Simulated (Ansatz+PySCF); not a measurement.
Values are calculated unless marked as measured or tabulated.
Input for PySCF 2.14.0:

```python
from pyscf import gto, scf

mol = gto.M(atom="""
F 0.000000 0.000000 0.000000
""", basis='def2-svp', charge=-1, spin=0)
mf = scf.RHF(mol)
mf.init_guess = '1e'
mf.kernel()
while True:  # follow internal instabilities
    mo, _, stable, _ = mf.stability(return_status=True)
    if stable: break
    mf.kernel(mf.make_rdm1(mo, mf.mo_occ))
print(mf.converged, mf.e_tot, mf.spin_square()[0])
```

The script is written out from the run's settings.

Results

```
Converged                       : yes
Total energy                    : -99.28049 hartree
Spin squared of the determinant : 0.000
```

Caution: no diffuse functions for an anion.
